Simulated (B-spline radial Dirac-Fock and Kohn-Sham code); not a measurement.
## Eu³⁺ 4d3/2: cross section and angular parameters

System: the Eu³⁺ ion in the configuration [Xe] 4f6; threshold 181.9 eV (orbital energy of the model). The computed values come from a radial atomic solver: Dirac-Hartree-Slater photoionisation with a Latter tail; cross sections with all multipoles, angular parameters from the dipole term and its interference with E2.

For linearly polarised light dσ/dΩ = σ/(4π) [1 + β P₂(cos θ) + (δ + γ cos²θ) sin θ cos φ], with θ from the polarisation vector and φ the angle between the beam and the projection of the electron momentum on the plane normal to the polarisation.

```
hν (eV)  σ (kb)       β       γ      δ
    221     154  -0.232  -0.281  0.094
    400     321   0.233   0.137  0.051
    435     319   0.399   0.142  0.035
    488     305   0.592   0.125  0.019
    600     256   0.855   0.062  0.004
    630     243   0.905   0.046  0.003
    717     207   1.019   0.007  0.001
    756       ?       ?       ?      ?
    800     177   1.100  -0.018  0.002
    850     161   1.138  -0.028  0.003
 1253.6    79.0   1.304  -0.015  0.016
   1470    56.4   1.340   0.030  0.022
   1830    34.1   1.364   0.128  0.032
   2000    27.5   1.367   0.179  0.036
   2850    11.0   1.342   0.430  0.056
   5550    1.58   1.178   1.037  0.119
 8047.8   0.474   1.046   1.404  0.179
   8970   0.329   1.004   1.509  0.201
 9251.7   0.296   0.992   1.538  0.208
  12200   0.113   0.880   1.788  0.279
```

Question: Give the values at 756 eV.

Answer: σ = 192 kb, β = 1.060, γ = -0.006, δ = 0.002.
